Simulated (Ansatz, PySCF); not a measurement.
pent-1-ene (C5H10), SMILES CCCC=C. Atoms are numbered in the order given.

```xyz
15

C     -2.3345    -0.1849    -0.1951
C     -1.0907     0.2177    -0.4702
C     -0.0860     0.6753     0.5496
C      1.1331    -0.2554     0.6936
C      1.9830    -0.3829    -0.5707
H     -2.7177    -0.1929     0.8312
H     -3.0182    -0.5178    -0.9810
H     -0.7560     0.2089    -1.5151
H     -0.5830     0.7762     1.5288
H      0.2755     1.6842     0.2737
H      0.7819    -1.2539     1.0072
H      1.7619     0.1235     1.5179
H      2.3371     0.6038    -0.9147
H      1.4189    -0.8401    -1.3990
H      2.8701    -1.0109    -0.3924
```
Charge 0, spin multiplicity 1.

Coordinates come from a B3LYP-D3(BJ)/def2-SVP optimisation. Other conformers were not sampled.

Vertical ionisation energy (IE) and electron affinity (EA) in eV. Rows of orbital energies are one-electron estimates. Where ΔSCF, EOM or ADC give a negative EA the extra electron is unbound and the value depends on the basis.

```tsv
level	IE	EA
−ε(HOMO), −ε(LUMO), CAM-B3LYP/def2-TZVP (PySCF)	8.67	-1.37
−ε(HOMO), −ε(LUMO), PBE/def2-TZVP (PySCF)	6.21	0.75
ΔSCF, PBE0/def2-TZVPD (Ansatz), final states of multiplicity 2 and 2	9.45	-1.33
ΔSCF, PBE/def2-TZVPD (Ansatz), final states of multiplicity 2 and 2	9.36	-1.13
```

What vertical singlet–triplet gap does ΔSCF give with PBE0/def2-TZVPD (Ansatz, a first-principles code) and with PBE/def2-TZVPD (Ansatz)? (Estimate from the structure and the level; the computed values follow.)

4.21 and 4.37 eV (triplet above singlet where positive).
